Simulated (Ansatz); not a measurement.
Basis-set extrapolation for C2H8S2Si (`C[SiH](S)CS`) (PBE0-D4/def2-TZVP geometry, frozen core, Ansatz 0.2.0). Multiplicity 1, RHF reference.

|  | def2-TZVPP | def2-QZVPP |
| --- | --- | --- |
| HF | -1164.503011 | -1164.538408 |
| MP2 correlation | -0.835480 | -0.899020 |
| CCSD(T) correlation | -0.945740 | not run |

Energies in hartree. Use E(X) = E(∞) + A·exp(−7.88·√X) for Hartree–Fock and E(X) = E(∞) + B·X^(−2.97) for correlation, with X = 3 and 4, and add CCSD(T) minus MP2 of the smaller set to the MP2 limit.

Question: What is the CCSD(T) energy at the basis-set limit?

Answer: HF limit: -1164.538408 + (-0.035397) × 0.13774 = -1164.54328. MP2 limit: -0.899020 + (-0.063540) × 0.74074 = -0.94609. Higher-order term: -0.945740 − (-0.835480) = -0.11026. Total: -1165.59963 hartree, 396.1 kJ/mol below CCSD(T)/def2-TZVPP.
